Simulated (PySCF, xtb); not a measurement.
dimethyl telluride (C₂H₆Te), SMILES C[Te]C.

Harmonic wavenumbers (cm⁻¹) from xtb with GFN2-xTB at its own minimum, in rising order: 110, 118, 167, 544, 547, 799, 841, 856, 861, 1291, 1306, 1469, 1469, 1474, 1475, 3044, 3053, 3055, 3059, 3078, 3083.

Q: What does B3LYP-D3(BJ)/def2-SVP run with PySCF give at its own minimum? (An estimate is asked for; the answer gives what the named calculation found.)

A: 113, 121, 167, 514, 520, 780, 815, 846, 890, 1232, 1250, 1431, 1439, 1441, 1447, 3052, 3055, 3169, 3169, 3170, 3174. Paired by order, the mean absolute difference is 38 cm⁻¹ and the zero-point energies are 45.3 and 45.5 kcal/mol.
